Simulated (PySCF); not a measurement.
First SCF of a structure search on doublet Ge(OH)3, at a hand-made trigonal planar (heavy-atom frame) geometry. PySCF input:

```python
from pyscf import gto, scf, dft
mol = gto.M(atom='''
Ge     0.000000     0.000000     0.000000
O      1.840000     0.000000     0.000000
O     -0.920000     1.593500     0.000000
O     -0.920000    -1.593500     0.000000
H      2.457100    -0.735400     0.000000
H     -0.591700     2.495600     0.000000
H     -1.865400    -1.760200     0.000000''',
    basis={'Ge': 'def2-TZVP', 'O': 'def2-TZVP', 'H': 'def2-TZVP'},
    charge=0, spin=1)
mf = dft.UKS(mol, xc='PBE0')
mf.grids.atom_grid = (50, 194)
aux = {'Ge': 'def2-universal-JKFIT', 'O': 'def2-universal-JKFIT', 'H': 'def2-universal-JKFIT'}
mf = mf.density_fit(auxbasis=aux)
mf.conv_tol = 1e-08
mf.diis_space = 10
mf.max_cycle = 60
mf.init_guess = 'minao'
mf.verbose = 4
mf.kernel()
```

Excerpt of the output (cycles alone):

```
init E= -2303.55652054922
cycle= 1 E= -2303.74256833639  delta_E= -0.186  |g|= 1.01  |ddm|= 1.75
cycle= 2 E= -2302.91920109616  delta_E= 0.823  |g|=  1.8  |ddm|= 1.46
cycle= 3 E= -2304.06592519068  delta_E= -1.15  |g|= 0.103  |ddm|= 1.01
cycle= 4 E= -2304.07028716256  delta_E= -0.00436  |g|= 0.0382  |ddm|= 0.111
cycle= 5 E= -2304.07071425614  delta_E= -0.000427  |g|= 0.00654  |ddm|= 0.0211
cycle= 6 E= -2304.07073041505  delta_E= -1.62e-05  |g|= 0.00306  |ddm|= 0.0066
cycle= 7 E= -2304.07073505868  delta_E= -4.64e-06  |g|= 0.000777  |ddm|= 0.00485
cycle= 8 E= -2304.07073548817  delta_E= -4.29e-07  |g|= 0.000187  |ddm|= 0.001
cycle= 9 E= -2304.07073552294  delta_E= -3.48e-08  |g|= 0.000143  |ddm|= 0.000352
cycle= 10 E= -2304.07073553122  delta_E= -8.28e-09  |g|= 6.63e-05  |ddm|= 0.00012
Extra cycle  E= -2304.07073552843  delta_E= 2.79e-09  |g|= 0.000123  |ddm|= 0.000115
converged SCF energy = -2304.07073552843  <S^2> = 0.75598529  2S+1 = 2.0059764
```

No lower solution of this spin was found by a stability analysis within the unrestricted form.

The search for the lowest solution, with the stability check, took 15 s on 4 threads of a shared Arm Neoverse V1 host, with 159 basis functions; the process peaked at 0.64 GiB.
